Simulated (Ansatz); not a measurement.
A nudged elastic band was laid between two geometries of CH5BrGaN + H2 (11 atoms, charge 0, multiplicity 1).

Method: RKS r2SCAN-D4/def2-SVP in Ansatz.

```
movable images  : 5
climbing image  : yes
spring          : 5.0 eV/Å²
optimiser       : quadratic models (default)
start path      : through a guess of the saddle point
force threshold : 0.05 eV/Å
iteration limit : 60
end points      : relaxed
```

Initial state:

```xyz
11
Properties=species:S:1:pos:R:3
Ga -0.507 0.259 0.350
Br -0.102 1.765 2.058
C -0.116 0.748 -1.491
N -1.231 -1.280 0.948
H 2.374 0.023 0.922
H 2.574 -0.556 0.472
H 0.939 1.051 -1.579
H -0.739 1.608 -1.785
H -0.310 -0.086 -2.183
H -1.469 -2.071 0.360
H -1.412 -1.463 1.929
```

Final state:

```xyz
11
Properties=species:S:1:pos:R:3
Ga 0.285 -0.479 0.022
Br 0.785 2.328 2.127
C -0.070 0.585 -1.577
N -0.961 -1.607 0.697
H 1.447 1.111 1.729
H 1.650 -0.491 0.812
H 0.639 0.327 -2.380
H 0.061 1.655 -1.351
H -1.094 0.428 -1.951
H -1.908 -1.691 0.340
H -0.833 -2.167 1.533
```

Task: What changes between the two ends?

Result: Bonds broken: Ga1–Br2, H5–H6. Bonds formed: Ga1–H6, Br2–H5. CH5BrGaN + H2 becomes BrH + CH6GaN.

Task: What energy profile does the band end with?

Result: It converged. The highest image is number 4 of 0 to 6, 1.31 eV above the first end and 0.17 eV above the last; the last end lies 1.14 eV above the first. A vibrational analysis at the climbing image gives 2 clearly imaginary modes (357i, 48i cm⁻¹): a point of higher order, so a lower path passes nearby. The orbitals stay closed-shell, which can raise the energy where a bond breaks towards radicals; this wasn't checked here.

```json
{"image": "0", "path coordinate (Å)": "0.00", "energy (eV)": "0.00", "Ga1–Br2 (Å)": "2.31", "H5–H6 (Å)": "0.76", "Ga1–H6 (Å)": "3.19"}
{"image": "1", "path coordinate (Å)": "0.81", "energy (eV)": "0.01", "Ga1–Br2 (Å)": "2.31", "H5–H6 (Å)": "0.76", "Ga1–H6 (Å)": "3.03"}
{"image": "2", "path coordinate (Å)": "1.63", "energy (eV)": "0.11", "Ga1–Br2 (Å)": "2.33", "H5–H6 (Å)": "0.76", "Ga1–H6 (Å)": "2.56"}
{"image": "3", "path coordinate (Å)": "2.44", "energy (eV)": "0.50", "Ga1–Br2 (Å)": "2.42", "H5–H6 (Å)": "0.79", "Ga1–H6 (Å)": "2.10"}
{"image": "4", "path coordinate (Å)": "3.26", "energy (eV)": "1.31", "Ga1–Br2 (Å)": "2.84", "H5–H6 (Å)": "1.12", "Ga1–H6 (Å)": "1.68"}
{"image": "5", "path coordinate (Å)": "3.95", "energy (eV)": "1.16", "Ga1–Br2 (Å)": "3.33", "H5–H6 (Å)": "1.66", "Ga1–H6 (Å)": "1.59"}
{"image": "6", "path coordinate (Å)": "4.64", "energy (eV)": "1.14", "Ga1–Br2 (Å)": "3.54", "H5–H6 (Å)": "1.86", "Ga1–H6 (Å)": "1.58"}
```

Task: What is the geometry of the highest image?

Result: 
```xyz
11
Properties=species:S:1:pos:R:3
Ga 0.128 -0.247 0.093
Br 0.436 1.833 2.001
C -0.013 0.683 -1.608
N -0.870 -1.596 0.788
H 1.340 0.573 1.404
H 1.653 -0.312 0.802
H 0.920 0.576 -2.181
H -0.191 1.753 -1.431
H -0.842 0.274 -2.205
H -1.869 -1.621 0.601
H -0.692 -1.916 1.736
```

Run time: 4 min on 4 threads of Arm Neoverse N1 (shared host), peak memory 0.24 GiB.
